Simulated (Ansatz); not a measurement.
System: sum formula InCl$_{2}$F (charge 0, singlet). 
Structure (B3LYP-D3(BJ)/def2-TZVP (Ansatz, an electronic-structure program) minimum search):
```
In
F 1 1.9408
Cl 1 2.3064 2 117.58
Cl 1 2.3064 2 117.58 3 -180.00
```

Basis-set convergence of Hartree-Fock and MP2 correlation energies (hartree) with Ansatz. Correlated levels leave the core frozen unless marked. No spin-orbit coupling. Frozen are the shells of the preceding noble gas and the d and f shells that filled before the atom's block. In def2 rows, elements after Kr have scalar-relativistic effective core potentials.

```tsv
basis	functions	E(HF)	E(corr, MP2)
def2-SVP	76	-1207.40555	-0.50331
def2-TZVPP	165	-1207.86026	-0.69326
def2-QZVPP	279	-1207.89251	-0.76259
```

Extrapolating the two largest sets (X = 3 and 4) as X^-3: E(corr) = (64·(-0.76259) - 27·(-0.69326))/37 = -0.8132 Eh, an estimate of the basis-set limit. The largest set recovers 93.8 % of it, the smallest 61.9 %.
